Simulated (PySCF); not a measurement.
## Working out the ionisation energy of Cl²⁺

Cl²⁺ [Ne] 3s2 3p3 (4S) → Cl³⁺ [Ne] 3s2 3p2 (3P). All numbers are calculated (PySCF 2.14, the non-relativistic Hamiltonian (point nucleus), in def2-QZVPPD). Frozen: [Ne]. Energies in hartree (1 hartree = 27.21139 eV):

| part | Cl²⁺ (lower) | Cl³⁺ (upper) |
| --- | --- | --- |
| UHF | -458.226989 | -456.795201 |
| CCSD correlation | -0.122580 | -0.099824 |
| (T) | -0.004014 | -0.002427 |

What does Hartree-Fock give?

(-456.795201) − (-458.226989) = 1.431788 hartree = 38.961 eV.

What do CCSD and CCSD(T) give?

The CCSD correlation energies differ by 0.022756 hartree = 0.619 eV and the triples by 0.001587 hartree = 0.043 eV, so CCSD gives 39.580 eV and CCSD(T) 39.623 eV.

A first-order spin-orbit estimate adds -0.100 eV to CCSD(T) (valence), giving 39.523 eV against 39.8 ± 0.11 eV (semi-empirical (NIST evaluation); NIST Atomic Spectra Database, ionization energies).

What remains against the reference includes basis incompleteness, the frozen core and higher excitations.
